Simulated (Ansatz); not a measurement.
Total energies of 1CB, `Cc1ccc(-c2ccc(C#N)cc2)cc1` from Ansatz at PBE-D4/def2-SVP, gas phase (1 Eh = 27.2114 eV = 2625.5 kJ/mol). The reference geometry is relaxed at PBE-D4/def2-SVP.

```xyz
26

C    -3.9472   -2.0649    1.5168
C    -2.6962   -1.3906    1.0168
C    -2.0612   -1.8098   -0.1701
C    -0.8841   -1.2013   -0.6203
C    -0.2855   -0.1467    0.1049
C     0.9599    0.5002   -0.3689
C     1.2301    0.6412   -1.7510
C     2.4017    1.2498   -2.2046
C     3.3507    1.7414   -1.2774
C     4.5564    2.3663   -1.7349
N     5.5452    2.8785   -2.1085
C     3.0946    1.6076    0.1076
C     1.9181    0.9975    0.5464
C    -0.9213    0.2739    1.2957
C    -2.1013   -0.3334    1.7374
H    -4.6526   -1.3366    1.9652
H    -4.4759   -2.6039    0.7063
H    -3.7093   -2.8101    2.3068
H    -2.4985   -2.6370   -0.7521
H    -0.4025   -1.5727   -1.5376
H     0.4886    0.2927   -2.4852
H     2.5917    1.3579   -3.2823
H     3.8324    1.9802    0.8329
H     1.7479    0.8767    1.6265
H    -0.5028    1.1170    1.8662
H    -2.5787    0.0259    2.6634
```

```
                state                    geometry  energy (Eh)
     charge 0 singlet                   reference   -593.71380
     charge 1 doublet                   reference   -593.42027
    charge -1 doublet                   reference   -593.73295
    charge -1 doublet  relaxed at PBE-D4/def2-SVP   -593.73984
free C atom (triplet)                           –    -37.75124
free N atom (quartet)                           –    -54.46658
free H atom (doublet)                           –     -0.49863
```

(1) Work out the vertical ionisation energy to the doublet.

(2) Work out the vertical electron affinity, to the doublet.

(3) Give the fundamental gap IE − EA, the Mulliken electronegativity (IE + EA)/2 and the hardness (IE − EA)/2.

(4) How much does the charge -1 doublet relax, and what is the adiabatic electron affinity?

(5) What is the binding energy per atom against free atoms?

(1) E(charge 1 doublet) − E(charge 0 singlet) = -593.42027 − (-593.71380) = 0.29353 Eh = 7.99 eV. For comparison, −ε of the highest occupied level is 5.85 eV at this level, 2.14 eV less.

(2) E(charge 0 singlet) − E(charge -1 doublet) = -593.71380 − (-593.73295) = 0.01915 Eh = 0.52 eV. The basis lacks diffuse functions, which makes affinities too small.

(3) From the values in Eh: IE − EA = 0.29353 − 0.01915 = 0.27438 Eh = 7.47 eV; (IE + EA)/2 = 4.25 eV; (IE − EA)/2 = 3.73 eV. The HOMO–LUMO gap of the same run is 3.28 eV, 4.19 eV smaller than the fundamental gap.

(4) Relaxation: -593.73295 − (-593.73984) = 0.00689 Eh = 0.19 eV. Adiabatic electron affinity: 0.02604 Eh = 0.71 eV, without zero-point energy. 

(5) Atoms: 14 × (-37.75124) + 1 × (-54.46658) + 11 × (-0.49863) = -588.46887 Eh. Binding: -588.46887 − (-593.71380) = 5.24493 Eh = 142.72 eV, or 5.49 eV for each of 26 atoms (no zero-point energy, no counterpoise term).

At PBE-D4/def2-SVP the highest occupied level of the charge -1 doublet lies above zero (up to 1.60 eV). By energy differences its removal costs 0.52 eV (vertical, to the charge 0 singlet, at PBE-D4/def2-SVP); self-interaction error and the lack of diffuse functions both raise the level. At PBE-D4/def2-SVP the highest occupied level of the relaxed charge -1 doublet lies above zero (up to 1.24 eV). By energy differences its removal costs 0.71 eV (each at its own geometry, to the charge 0 singlet, at PBE-D4/def2-SVP); self-interaction error and the lack of diffuse functions both raise the level.
